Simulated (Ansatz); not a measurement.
A run for Ansatz (a quantum-chemistry and plane-wave program): R-PBE0/def2-TZVPP on H3NSSi (SMILES N[Si]S), a point of a torsion scan.

Ansatz 0.2 input:
```yaml
crystal:
  periodic: [false, false, false]
  atoms:
    - {symbol: N, position_ang: [-1.10988414, 0.08429675, 0.16411961]}
    - {symbol: Si, position_ang: [0.13989516, -0.74083364, 0.98778836]}
    - {symbol: S, position_ang: [1.85653197, 0.47159786, 0.34596334]}
    - {symbol: H, position_ang: [-1.00778568, 0.89496413, -0.43287209]}
    - {symbol: H, position_ang: [-2.06960528, -0.20854755, 0.23269718]}
    - {symbol: H, position_ang: [1.22716827, 1.35339657, -0.42145321]}
basis:
  gaussian:
    orbitals: def2-TZVPP
hamiltonian:
  xc: {name: PBE0}
scf: {lower_state_search: off}
```

Output:

```
WARN ansatz: RAYON_NUM_THREADS=1 ignored (pool sized by the plan → 1); use --threads N
Functional definition: PBE0
these checks for a lower state are left out or cut short: stability, starts, cluster_reference, orbital_swaps, neighbouring_geometries, increment
integrals: 0.07 GiB planned
938 factors; their error is unknown
mean field: 0.61 GiB planned
mean field evaluation 1: about -20238.3617 eV, gradient 6.0e1 eV
mean field evaluation 2: about -20220.1929 eV, gradient 9.8e1 eV
mean field evaluation 4: about -20245.0321 eV, gradient 6.1e0 eV
mean field evaluation 8: about -20245.1218 eV, gradient 1.2e-1 eV
mean field evaluation 16: about -20245.1508 eV, gradient 6.8e-5 eV
mean field -20245.15075813 eV, -743.9955677051 hartree, gradient 3.6e-6 eV, S^2 0.000000; 0 other end points of the search recorded, 0 dependent functions left out
reference -20245.15078164 eV, -743.9955685692 hartree; 20, 20 occupied and 137, 137 virtual orbitals, 938 factors
Total energy: -20245.15078164 eV, -743.9955685692 hartree
Checks for a lower state left out: stability, starts, cluster_reference, orbital_swaps, neighbouring_geometries, increment
```

Self-consistency was reached.

Cost: roughly 4 core-seconds.
